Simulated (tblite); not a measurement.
I$_{3}$Sn (SMILES [I][Sn]([I])[I]), doublet, at a GFN2-xTB geometry (such geometries of metal compounds can be far from the true shape) (the spin is typed, not shown lowest); tblite 0.6.0 with GFN1-xTB.

Here is a job for tblite.
```
$ tblite run mol.xyz --method gfn1 --charge 0 --spin 1 --etemp 2000 --json tblite.json --no-restart

# file mol.xyz
4

Sn     0.19653030     0.57148953     0.38176177
I      2.43186578    -0.56487896    -0.82720222
I     -0.99716560    -1.30886706     2.05179207
I     -1.62010612     1.33460495    -1.58474247
```

Output, abridged:

```
xTB calculator
 | screened Coulomb repulsion
 | Coulomb electrostatics
 |  * isotropic Klopman-Ohno-Mataga-Nishimoto electrostatics
 |  * onsite third-order electrostatics
 | DFT-D3(BJ) dispersion correction

halogen bonding energy    0.0000000000000E+00 Eh
repulsion energy          1.2320928161339E-02 Eh
dispersion energy        -2.8612447099027E-03 Eh
number of electrons       2.5000000000000E+01 e
integral cutoff           2.8182813135037E+01 bohr

------------------------------------------------------------
  cycle        total energy    energy error   density error
------------------------------------------------------------
      1     -14.45209177902  -1.4461551E+01   2.3076413E-01
      2     -14.46109125840  -8.9994794E-03   9.5775076E-02
      3     -14.46429377162  -3.2025132E-03   8.4453087E-02
      4     -14.46662686404  -2.3330924E-03   8.8228419E-04
      5     -14.46662757511  -7.1106806E-07   1.4955350E-04
      6     -14.46662758205  -6.9421038E-09   2.1419968E-06
------------------------------------------------------------

electronic energy        -1.4476087265503E+01 Eh
total energy             -1.4466627582052E+01 Eh

Post processing:
 | Mayer-Wiberg bond orders

[Info] JSON dump of results written to 'tblite.json'
```
